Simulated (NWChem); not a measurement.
System: SiCl2, singlet; SMILES Cl[Si]Cl

NWChem input:

```
start job
memory heap 200 mb stack 900 mb global 1100 mb
geometry units angstroms noautosym nocenter noautoz
  Si     0.000000     0.000000     0.932302
  Cl    -1.606640     0.000000    -0.384636
  Cl     1.606640     0.000000    -0.384636
end
basis spherical
  Si library 6-31g*
  Cl library 6-31g*
end
dft
  xc pbe0
  iterations 150
end
cosmo
  do_cosmo_smd true
  solvent water
end
task dft energy
```

Excerpt of the output:

```
             Northwest Computational Chemistry Package (NWChem) 7.3.0
             --------------------------------------------------------

                             Geometry "geometry" -> ""
                             -------------------------

 Output coordinates in angstroms (scale by  1.889725989 to convert to a.u.)

  No.       Tag          Charge          X              Y              Z
 ---- ---------------- ---------- -------------- -------------- --------------
    1 Si                  14.0000     0.00000000     0.00000000     0.93230200
    2 Cl                  17.0000    -1.60664000     0.00000000    -0.38463600
    3 Cl                  17.0000     1.60664000     0.00000000    -0.38463600

 Effective nuclear repulsion energy (a.u.)     168.8451691659

                                 NWChem DFT Module
                                 -----------------

 Summary of "ao basis" -> "ao basis" (spherical)
 ------------------------------------------------------------------------------
       Tag                 Description            Shells   Functions and Types
 ---------------- ------------------------------  ------  ---------------------
 Si                          6-31g*                  8       18   4s3p1d
 Cl                          6-31g*                  8       18   4s3p1d

 in cosmo_initialize ...
 calling solv_data for solv:h2o

 solvent parameters
 solvname_short: h2o
 solvname_long:  water
 dielec:       78.4000
 dielecinf:     1.7769
 aqueous SMD model solvent descriptors
 dielec:       78.4000
 sola:          0.8200

          ---------------
          -cosmo- solvent
          ---------------
 Cosmo: York-Karplus, doi: 10.1021/jp992097l
 dielectric constant -eps-     =  78.40
 screen = (eps-1)/(eps    )    =   0.98724
 surface charge correction     = lagrangian

   van der Waals surface
 --------------------------

 ---------- ATOMIC COORDINATES (A.U.) ------------ VDWR(ANG.) --
     1    0.00000000    0.00000000    1.76179532     2.470
     2   -3.03610936    0.00000000   -0.72685665     2.380
     3    3.03610936    0.00000000   -0.72685665     2.380
 number of segments per atom =        128
 number of   points per atom =        128
 atom (   nspa,  nppa )
 ----------------------
    1 (     68,     0 )       0
    2 (     92,     0 )       0
    3 (     92,     0 )       0
 number of -cosmo- surface points =      252
 molecular surface =    132.618 angstrom**2
 molecular volume  =    129.674 angstrom**3
 -lineq- algorithm             =   0
 -bem- low  level              =   3
 -bem- from -octahedral-
 gaussian surface charge width =   4.50000
 degree of switching           =   1.00000
 switching function tolerance  =   0.00010
 atomic radii =
 --------------
    1 14.000  2.470
    2 17.000  2.380
    3 17.000  2.380
 ...... end of -cosmo- initialization ......

 nat:                     3
 ixmem:                   608
 calling mnsol_interface()
 G(SMD-CDS) energy (kcal/mol)  =     0.732
 SMD-CDS SASA (angstrom**2)    =   120.097

            General Information
            -------------------
          SCF calculation type: DFT
          Wavefunction type:  closed shell.
          No. of atoms     :     3
          No. of electrons :    48
           Alpha electrons :    24
            Beta electrons :    24
          Charge           :     0
          Spin multiplicity:     1
          Use of symmetry is: off; symmetry adaption is: off
          Maximum number of iterations: 150
          AO basis - number of functions:    54
                     number of shells:    24
          Convergence on energy requested:  1.00D-06
          Convergence on density requested:  1.00D-05
          Convergence on gradient requested:  5.00D-04

              XC Information
              --------------
                         PBE0 Method XC Functional
                     Hartree-Fock (Exact) Exchange  0.250
          PerdewBurkeErnzerhof Exchange Functional  0.750
            Perdew 1991 LDA Correlation Functional  1.000 local
           PerdewBurkeErnz. Correlation Functional  1.000 non-local

             Grid Information
             ----------------
          Grid used for XC integration:  medium
          Radial quadrature: Mura-Knowles
          Angular quadrature: Lebedev.
          Tag              B.-S. Rad. Rad. Pts. Rad. Cut. Ang. Pts.
          ---              ---------- --------- --------- ---------
          Si                  1.10       88           8.0       590
          Cl                  1.00       88          10.0       590
          Grid pruning is: on
          Number of quadrature shells:   264
          Spatial weights used:  Erf1

      Superposition of Atomic Density Guess
      -------------------------------------

 Sum of atomic energies:       -1207.71847296

      Non-variational initial energy
      ------------------------------

 Total energy =   -1208.117028
 1-e energy   =   -2007.405699
 2-e energy   =     630.443502
 HOMO         =      -0.268034
 LUMO         =      -0.042034

   convergence    iter        energy       DeltaE   RMS-Dens  Diis-err
 ---------------- ----- ----------------- --------- --------- ---------
     COSMO gas phase
 d= 0,ls=0.0,diis     1  -1209.4193923588 -1.38D+03  2.24D-02  3.34D-01
 d= 0,ls=0.0,diis     2  -1209.3930378361  2.64D-02  1.32D-02  4.57D-01
 d= 0,ls=0.0,diis     3  -1209.4710714067 -7.80D-02  1.93D-03  7.26D-03
 d= 0,ls=0.0,diis     4  -1209.4722380334 -1.17D-03  4.37D-04  5.49D-04
 d= 0,ls=0.0,diis     5  -1209.4723193624 -8.13D-05  5.31D-05  2.40D-06
 d= 0,ls=0.0,diis     6  -1209.4723198896 -5.27D-07  1.13D-05  1.11D-07
 d= 0,ls=0.0,diis     7  -1209.4723199148 -2.53D-08  1.55D-06  3.89D-09

   convergence    iter        energy       DeltaE   RMS-Dens  Diis-err
 ---------------- ----- ----------------- --------- --------- ---------
     COSMO solvation phase
 d= 0,ls=0.0,diis     1  -1209.4737661393 -1.45D-03  1.44D-03  7.84D-04
 d= 0,ls=0.0,diis     2  -1209.4739452463 -1.79D-04  5.69D-04  7.54D-04
 d= 0,ls=0.0,diis     3  -1209.4740727394 -1.27D-04  1.47D-04  8.09D-06
 d= 0,ls=0.0,diis     4  -1209.4740749468 -2.21D-06  3.22D-05  1.91D-06
 d= 0,ls=0.0,diis     5  -1209.4740752335 -2.87D-07  5.86D-06  4.28D-08

         Total DFT energy =    -1209.474075233460
      One electron energy =    -2008.130035760012
           Coulomb energy =      706.990618586587
    Exchange-Corr. energy =      -77.025146717806
 Nuclear repulsion energy =      168.845169165864

             COSMO energy =       -0.154680508093

 Numeric. integr. density =       48.000000721893

                                COSMO-SMD solvation results
                                ---------------------------

             internal energy in gas <Psi(g)|H|Psi(g)> =     -1209.472319914843
         internal energy in solvent <Psi(s)|H|Psi(s)> =     -1209.471956570277
                               delta internal energy  =         0.000363344566 (    0.23 kcal/mol)
   total free energy in solvent <Psi(s)|H+V/2|Psi(s)> =     -1209.475242396725
 polarization energy contribution <Psi(s)|V/2|Psi(s)> =        -0.003285826448 (   -2.06 kcal/mol)
    total free energy in solvent including G(SMD-CDS) =     -1209.474075233460
                       G(SMD-CDS) energy contribution =         0.001167163265 (    0.73 kcal/mol)
     1 M fixed-concentration free energy of solvation =        -0.001755318617 (   -1.10 kcal/mol)

                       DFT Final Molecular Orbital Analysis
                       ------------------------------------

 Vector   22  Occ=2.000000D+00  E=-3.553816D-01
              MO Center=  2.4D-08, -5.0D-09, -3.6D-01, r^2= 3.7D+00
   Bfn.  Coefficient  Atom+Function         Bfn.  Coefficient  Atom+Function
  ----- ------------  ---------------      ----- ------------  ---------------
    26      0.514130  2 Cl py                44     -0.514130  3 Cl py
    30      0.290985  2 Cl py                48     -0.290985  3 Cl py
    22     -0.201328  2 Cl py                40      0.201328  3 Cl py
    14     -0.054726  1 Si d -2

 Vector   23  Occ=2.000000D+00  E=-3.399431D-01
              MO Center=  1.6D-08,  6.5D-09, -3.3D-01, r^2= 3.9D+00
   Bfn.  Coefficient  Atom+Function         Bfn.  Coefficient  Atom+Function
  ----- ------------  ---------------      ----- ------------  ---------------
    25      0.434441  2 Cl px                43      0.434441  3 Cl px
    27     -0.310021  2 Cl pz                45      0.310021  3 Cl pz
    29      0.235228  2 Cl px                47      0.235228  3 Cl px
    21     -0.168345  2 Cl px                39     -0.168345  3 Cl px
    31     -0.166349  2 Cl pz                49      0.166349  3 Cl pz

 Vector   24  Occ=2.000000D+00  E=-2.836273D-01
              MO Center= -1.2D-08, -7.0D-09,  7.9D-01, r^2= 3.4D+00
   Bfn.  Coefficient  Atom+Function         Bfn.  Coefficient  Atom+Function
  ----- ------------  ---------------      ----- ------------  ---------------
    10      0.479396  1 Si s                  6      0.427352  1 Si s
     9      0.345610  1 Si pz                27     -0.339301  2 Cl pz
    45     -0.339301  3 Cl pz                31     -0.218562  2 Cl pz
    49     -0.218562  3 Cl pz                 2     -0.189216  1 Si s
     5     -0.132300  1 Si pz                23      0.130634  2 Cl pz

 Vector   25  Occ=0.000000D+00  E=-1.015596D-01
              MO Center= -4.0D-10,  9.5D-11,  8.1D-01, r^2= 3.0D+00
   Bfn.  Coefficient  Atom+Function         Bfn.  Coefficient  Atom+Function
  ----- ------------  ---------------      ----- ------------  ---------------
     8      0.644657  1 Si py                12      0.516086  1 Si py
    26     -0.232459  2 Cl py                44     -0.232459  3 Cl py
     4     -0.225988  1 Si py                30     -0.216266  2 Cl py
    48     -0.216266  3 Cl py                22      0.088437  2 Cl py
    40      0.088437  3 Cl py                32      0.029642  2 Cl d -2

 Vector   26  Occ=0.000000D+00  E= 3.642989D-03
              MO Center=  6.3D-09,  2.3D-09,  1.1D+00, r^2= 4.0D+00
   Bfn.  Coefficient  Atom+Function         Bfn.  Coefficient  Atom+Function
  ----- ------------  ---------------      ----- ------------  ---------------
    11      1.068946  1 Si px                 7      0.549800  1 Si px
    28      0.489766  2 Cl s                 46     -0.489766  3 Cl s
    31      0.353620  2 Cl pz                49     -0.353620  3 Cl pz
    27      0.222638  2 Cl pz                45     -0.222638  3 Cl pz
     3     -0.181699  1 Si px                29      0.172971  2 Cl px

 Vector   27  Occ=0.000000D+00  E= 1.483230D-02
              MO Center=  4.8D-09, -2.2D-09,  5.7D-01, r^2= 4.3D+00
   Bfn.  Coefficient  Atom+Function         Bfn.  Coefficient  Atom+Function
  ----- ------------  ---------------      ----- ------------  ---------------
    13      1.051163  1 Si pz                10     -0.893373  1 Si s
    28      0.642690  2 Cl s                 46      0.642690  3 Cl s
     9      0.542176  1 Si pz                29      0.505870  2 Cl px
    47     -0.505870  3 Cl px                 6     -0.371212  1 Si s
    25      0.253653  2 Cl px                43     -0.253653  3 Cl px

     Multipole analysis of the density
     ---------------------------------

     L   x y z        total         alpha         beta         nuclear
     -   - - -        -----         -----         ----         -------
     0   0 0 0     -0.000000    -24.000000    -24.000000     48.000000

     1   1 0 0      0.000000      0.000000      0.000000      0.000000
     1   0 1 0      0.000000      0.000000      0.000000      0.000000
     1   0 0 1      0.608129      0.328060      0.328060     -0.047991

     2   2 0 0    -31.117571   -172.264107   -172.264107    313.410642
     2   1 1 0     -0.000000     -0.000000     -0.000000      0.000000
     2   1 0 1     -0.000000     -0.000000     -0.000000      0.000000
     2   0 2 0    -26.631893    -13.315947    -13.315947      0.000000
     2   0 1 1      0.000000      0.000000      0.000000      0.000000
     2   0 0 2    -28.691491    -45.054655    -45.054655     61.417818
```

Level: PBE0/6-31G* (spherical d), SMD on the gas-phase geometry. Low-valent species are run as closed-shell singlets; no triplet was tried in these runs. Geometry: optimised at PBE0-D3(BJ)/def2-TZVP. Solvent: water.
